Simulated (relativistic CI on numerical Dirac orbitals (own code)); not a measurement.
## Electric-dipole transitions in Ir57+

Method of calculation: Dirac-Coulomb-Breit CI, separate exchange-only KLI orbitals for each configuration, model QED, unscaled Slater integrals (own radial code, finite nucleus).

Configuration list (outside the closed core [Ne]): 3s2 3p6 3d2, 3s2 3p5 3d3, 3s 3p6 3d3, 3s2 3p6 3d 4s, 3s2 3p6 3d 4p, 3s2 3p6 3d 4d, 3s2 3p5 3d2 4s, 3s2 3p6 3d 4f, 3s2 3p5 3d2 4p, 3s2 3p5 3d2 4d, 3s 3p6 3d2 4s, 3p6 3d3 4p, 3s2 3p6 4s2, 3s 3p6 3d2 4p, 3s2 3p6 4s 4p, 3s2 3p6 3d 5s, 3s2 3p6 3d 5d, 3s2 3p6 3d 5g, 3p6 3d4, 3p5 3d5, 3p5 3d4 4s, 3p6 3d3 4s, 3p5 3d3 4s2, 3s2 3p6 4p2, 3s2 3p5 4s 4p2, 3s2 3p6 4s 4d, 3s2 3p5 4s2 4d, 3s 3p6 3d 4s2, 3s 3p6 4s2 4p, 3s 3p6 4s2 4d. Double excitations out of closed p, d and f shells are left out; levels of such configurations are missing from the list, as are those of other unlisted configurations, and high levels can miss mixing partners. These lack a partner that the ground configuration has and come out too high: 3s2 3p5 3d2 4p, 3s2 3p5 3d2 4d.

```
λ vac (nm)                   Lower                       Upper   A (s⁻¹)        gf  Branching (%)
   0.48199    3s2 3p6 3d2 3F_2 [1]  3s2 3p5 3d2 4s 3G°_3 [322]  3.54e+13  8.64e-01           99.2
   0.48278    3s2 3p6 3d2 3F_3 [3]  3s2 3p5 3d2 4s 3G°_4 [362]  2.91e+13  9.16e-01           96.6
   0.48369    3s2 3p6 3d2 1G_4 [5]  3s2 3p5 3d2 4s 1H°_5 [377]  2.64e+13  1.02e+00           99.8
    1.6334    3s2 3p6 3d2 3F_2 [1]      3s2 3p5 3d3 3D°_1 [83]  7.60e+12  9.11e-01           72.7
    1.6565    3s2 3p6 3d2 3F_3 [3]      3s2 3p5 3d3 3F°_3 [91]  2.91e+12  8.38e-01           49.3
    1.6592    3s2 3p6 3d2 1G_4 [5]      3s2 3p5 3d3 1F°_3 [95]  6.03e+12  1.74e+00           91.9
    1.6680    3s2 3p6 3d2 3F_3 [3]      3s2 3p5 3d3 3D°_2 [90]  5.64e+12  1.18e+00           91.0
    1.6750    3s2 3p6 3d2 1G_4 [5]      3s2 3p5 3d3 1G°_4 [92]  6.85e+12  2.59e+00           82.2
    1.6818    3s2 3p6 3d2 3P_2 [4]      3s2 3p5 3d3 3F°_3 [91]  2.95e+12  8.77e-01           50.0
    1.6877    3s2 3p6 3d2 3F_4 [7]     3s2 3p5 3d3 3F°_4 [108]  5.06e+12  1.94e+00           99.9
    1.6911    3s2 3p6 3d2 3F_4 [7]     3s2 3p5 3d3 3G°_5 [107]  4.38e+12  2.07e+00           99.3
    1.7219    3s2 3p6 3d2 3F_2 [1]      3s2 3p5 3d3 3F°_2 [82]  4.27e+12  9.49e-01           99.8
    1.8839  3s2 3p5 3d3 3H°_6 [20]       3s 3p6 3d3 3G_5 [126]  3.84e+12  2.25e+00           58.6
    2.8322    3s2 3p6 3d2 3F_3 [3]      3s2 3p5 3d3 3F°_3 [64]  9.70e+11  8.17e-01           61.1
    2.8518    3s2 3p6 3d2 1G_4 [5]      3s2 3p5 3d3 1F°_3 [69]  1.51e+12  1.29e+00           93.5
    2.8547    3s2 3p6 3d2 3F_4 [7]      3s2 3p5 3d3 3D°_3 [79]  1.54e+12  1.32e+00           92.9
    2.8943    3s2 3p6 3d2 3F_2 [1]      3s2 3p5 3d3 3G°_3 [34]  1.04e+12  9.13e-01           99.7
    2.9024    3s2 3p6 3d2 3F_2 [1]      3s2 3p5 3d3 3F°_2 [33]  1.31e+12  8.28e-01           99.5
    2.9193    3s2 3p6 3d2 1G_4 [5]      3s2 3p5 3d3 1G°_4 [65]  1.38e+12  1.59e+00           87.4
    2.9471    3s2 3p6 3d2 3F_4 [7]      3s2 3p5 3d3 3F°_4 [77]  1.32e+12  1.55e+00           97.0
```

Terms are leading LS components. Brackets give the number of a level in order of energy, since labels repeat. The list gives strong lines, with weight on those to low levels, without lines whose two gauges differ by over a factor of 2.5, among the lowest 400 of 2053 levels, so that lines to higher ones, which can be the strongest, are missing. Levels whose partners in the same complex of configurations lie outside the list can be far off, and so can their lines. Rates are taken at the computed energies, electric ones in the length gauge.

At this charge energies of transitions that change n are usually good to better than 1 %, and those within a shell (Δn = 0) to a few per cent.

LS names give the leading component of a level, which can be under half, so a name can repeat, a term be missing and a line seem to break the LS rules.
